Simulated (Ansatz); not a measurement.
`[F][Ga]([F])[F]` and `C#[C][Ga]([F])[F]` differ in one atom or group.

Ansatz, PBE0-D4/def2-TZVP geometries, multiplicity 1. 

Scalar relativity is left out up to krypton.

```csv
property,`[F][Ga]([F])[F]`
HOMO energy (PBE/def2-TZVPP) / eV,-9.66
HOMO–LUMO gap (PBE0/def2-TZVPP) / eV,9.43
HOMO energy (PBE0/def2-TZVPP) / eV,-11.77
LUMO energy (ωB97M-V/def2-TZVPP) / eV,-0.36
HOMO energy (ωB97M-V/def2-TZVPP) / eV,-14.31
HOMO–LUMO gap (ωB97M-V/def2-TZVPP) / eV,13.95
```

What does the change do to each property? (Estimate.)

Ansatz gave: 
```tsv
property	`C#[C][Ga]([F])[F]`	shift
HOMO energy (PBE/def2-TZVPP) / eV	-7.88	1.78
HOMO–LUMO gap (PBE0/def2-TZVPP) / eV	7.39	-2.04
HOMO energy (PBE0/def2-TZVPP) / eV	-9.15	2.62
LUMO energy (ωB97M-V/def2-TZVPP) / eV	0.11	0.47
HOMO energy (ωB97M-V/def2-TZVPP) / eV	-11.43	2.88
HOMO–LUMO gap (ωB97M-V/def2-TZVPP) / eV	11.54	-2.41
```

With PBE0 the HOMO rises by 2.62 eV and the LUMO rises by 0.58 eV, so the gap narrows by about 2.04 eV. PBE moves the HOMO by 1.78 eV and ωB97M-V by 2.88 eV. The zero-point energy changes by 43.6 kJ/mol with +6 modes.
